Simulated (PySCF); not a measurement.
## J couplings in C₃H₆BF₂N

Geometry:
```tsv
atom	x (Å)	y (Å)	z (Å)
N1	-2.746	0.527	0.207
C2	-1.728	0.022	-0.352
C3	-0.299	0.472	-0.262
C4	0.647	-0.653	0.150
B5	2.156	-0.263	0.217
F6	2.590	0.936	-0.132
F7	3.069	-1.123	0.628
H8	-2.468	1.338	0.773
H9	-1.895	-0.868	-0.989
H10	-0.225	1.321	0.437
H11	0.006	0.860	-1.251
H12	0.364	-1.069	1.134
H13	0.565	-1.513	-0.540
```

Method: B3LYP/pcJ-1 (spin–dipole term only in couplings to heteroatoms)//PBE0-D3(BJ)/def2-SVP, PySCF; isolated molecule, single conformer, non-relativistic. Couplings are averaged over pairs made equivalent by symmetry, fast rotation or ring inversion, so a value needn't be that of the named pair in this geometry, while other rotamers aren't included; one pair stands for each set, and the list holds a selection of those of at least 1.5 Hz over up to four bonds.

Isotopes: ¹³C, ¹H, ¹¹B, ¹⁹F, ¹⁵N.

```
    pair  bonds  J (Hz)
  N1, C2      1       ?
  N1, H8      1   -45.1
  C2, C3      1       ?
  C2, H9      1   173.8
  C3, C4      1    36.0
 C3, H10      1   132.6
  C4, B5      1       ?
 C4, H12      1       ?
  B5, F6      1       ?
  N1, C3      2     4.1
  C2, H8      2   -10.8
 C3, H12      2       ?
  C4, F6      2    30.1
 C4, H10      2    -3.8
 B5, H12      2    -7.6
  F6, F7      2       ?
H10, H11      2   -16.2
 N1, H10      3       ?
 C2, H12      3     3.2
  C3, F6      3     2.4
  C3, H8      3    12.7
  C4, H9      3     2.2
 B5, H10      3     2.3
  H8, H9      3    27.8
H10, H12      3     4.0
 H8, H10      4    -2.1
```

Q: Estimate the withheld couplings, with signs.

A: 
- ¹J(N1,C2) = -3.0 Hz (bond length 1.266 Å)
- ¹J(C2,C3) = 38.4 Hz (bond length 1.501 Å)
- ¹J(C4,B5) = 83.0 Hz (bond length 1.560 Å)
- ¹J(C4,H12) = 123.0 Hz (bond length 1.105 Å, sp3 carbon)
- ¹J(B5,F6) = -139.3 Hz (bond length 1.321 Å)
- ²J(C3,H12) = -3.7 Hz (angle at C4 111°)
- ²J(F6,F7) = -217.0 Hz (angle at B5 116°)
- ³J(N1,H10) = -1.6 Hz (dihedral angle 3°)
